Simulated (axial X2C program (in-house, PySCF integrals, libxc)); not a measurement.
**Outer orbitals of FeBr at 2.331 Å, HF**

Computed with an axial X2C code built on PySCF integrals. Spin-free means the one-electron spin-free X2C Hamiltonian; two-component (2c) means X2C with spin–orbit coupling and atomic mean-field two-electron Coulomb and Gaunt terms, so the difference of the two also holds small scalar two-electron terms. Basis: Br dyall-cv3z [8s9p6d4f1g], Fe dyall-cv3z [9s10p6d3f2g] (cores contracted in-house); Gaussian nuclei, density fitting, unrestricted open shells. Masses: Br 78.918 u, Fe 55.935 u.

The distance is close to the 2c PBE0 minimum; the highest filled and lowest empty levels are listed.

Spin-free orbitals, state M_S = 5/2, Λ = 2 (beyond evenly filled blocks: 2 × σα, π+α, π-α, δ+α, δ+β, δ-α) (Löwdin shares):

```csv
symmetry,occupied,ε (eV),atomic character
σα,yes,-27.18,"81% Br s, 8% Fe p, 7% Fe d"
σβ,yes,-26.93,"83% Br s, 8% Fe p, 5% Fe d"
σα,yes,-20.10,"94% Fe d, 2% Br s, 2% Br p"
π-α,yes,-19.96,99% Fe d
π+α,yes,-19.96,99% Fe d
δ+α,yes,-18.55,100% Fe d
δ-α,yes,-18.55,100% Fe d
δ+β,yes,-13.75,100% Fe d
σα,yes,-12.43,"73% Br p, 20% Fe s, 2% Fe p"
σβ,yes,-12.21,"82% Br p, 7% Fe s, 5% Fe p"
π+β,yes,-10.88,"91% Br p, 5% Fe d, 4% Fe p"
π-β,yes,-10.88,"92% Br p, 5% Fe d, 4% Fe p"
π-α,yes,-10.83,"92% Br p, 4% Fe p, 4% Fe d"
π+α,yes,-10.83,"92% Br p, 4% Fe p, 4% Fe d"
σα,yes,-8.17,"56% Fe s, 32% Fe p, 10% Br p"
σβ,no,0.01,"82% Fe s, 12% Fe p, 4% Fe d"
π-α,no,0.64,"94% Fe p, 3% Br p"
π+α,no,0.64,"94% Fe p, 3% Br p"
π+β,no,1.19,97% Fe p
```

Spinors with spin–orbit coupling (state Ω = 9/2):

```csv
ω,occupied,ε (eV),atomic character,λ mixture
1/2,yes,-27.19,"81% Br s, 8% Fe p, 7% Fe d",100% σ
-1/2,yes,-26.94,"83% Br s, 8% Fe p, 5% Fe d",100% σ
1/2,yes,-20.10,"94% Fe d, 2% Br s, 2% Br p",100% σ
-1/2,yes,-19.99,99% Fe d,100% π
3/2,yes,-19.92,99% Fe d,100% π
-3/2,yes,-18.61,100% Fe d,100% δ
5/2,yes,-18.47,100% Fe d,100% δ
3/2,yes,-13.82,100% Fe d,100% δ
1/2,yes,-12.47,"73% Br p, 20% Fe s, 2% Fe d","98% σ, 2% π"
-1/2,yes,-12.26,"82% Br p, 7% Fe s, 5% Fe p","96% σ, 4% π"
1/2,yes,-11.03,"90% Br p, 5% Fe d, 4% Fe p","97% π, 3% σ"
-1/2,yes,-10.96,"91% Br p, 4% Fe p, 4% Fe d","96% π, 4% σ"
-3/2,yes,-10.70,"91% Br p, 5% Fe d, 4% Fe p",100% π
3/2,yes,-10.65,"91% Br p, 5% Fe p, 4% Fe d",100% π
1/2,yes,-8.16,"56% Fe s, 32% Fe p, 10% Br p",100% σ
-1/2,no,0.02,"82% Fe s, 12% Fe p, 4% Fe d",100% σ
-1/2,no,0.63,"95% Fe p, 3% Br p",100% π
3/2,no,0.65,"94% Fe p, 3% Br p",100% π
1/2,no,1.19,97% Fe p,100% π
```

Mulliken charges and populations of the two-component result (they depend on the basis, above all on diffuse functions):

Br -0.59 e (s 7.99 p 17.58 d 10.02), Fe 0.59 e (s 6.91 p 12.42 d 6.08). ⟨Lz⟩ = 2.00 ħ and ⟨Sz⟩ = 2.50 ħ (0.02 and 2.48 on the two atoms), which add up to Ω.

The state is one determinant whose occupation by symmetry is held fixed; it was picked as the lowest of a PBE0 search that is not exhaustive. PBE0 can misorder states that lie within some tenths of an eV, so this need not be the ground state of the molecule. The nearest other spin-free determinant of the search, M_S = 5/2, Λ = 0, lies 0.09 eV up at the distance of the search. With several unpaired electrons one determinant need not be a pure state. A state of lower Ω lies just above, and one determinant can place such states too high, so the state shown need not be the lowest. The search has Ω = 1/2 only 0.09 eV up.
